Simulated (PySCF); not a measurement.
PySCF was given this input:
```python
from pyscf import gto, scf
from pyscf.prop import polarizability

mol = gto.M(
    atom='''
Ge   -0.05821140   -0.06444791    0.26411630
C     1.83662200   -0.34964103   -0.20976169
O    -1.16455684   -0.87343403   -0.84128046
O    -0.45218636    1.60672783    0.01682251
H    -0.45005586   -0.45007035    1.67961215
H     1.96753844   -0.20065397   -1.27837521
H     2.45787667    0.36794835    0.31451280
H     2.17277304   -1.34941884    0.04892178
H    -1.09207536   -1.82024130   -0.92120266
H    -1.27907838    1.74626505   -0.44095677
''',
    basis='6-31g',
    verbose=3,
)

mf = scf.RHF(mol)
mf.kernel()
alpha = mf.Polarizability().polarizability()[2, 2]
print('alpha_zz =', alpha)
```

Q: What is the computed total energy (HF/6-31G, polarisability (PySCF))?

A: -2266.0868 Eh

Q: Give the dipole moment at the level HF/6-31G, polarisability.

A: 3.11 D

Q: Give the HOMO-LUMO gap at the level HF/6-31G, polarisability.

A: 15.36 eV

Q: Predict the nuclear repulsion energy from HF/6-31G, polarisability.

A: 317.4806 Eh

Q: Give the polarisability along z at the level HF/6-31G, polarisability.

A: 33.0 bohr³
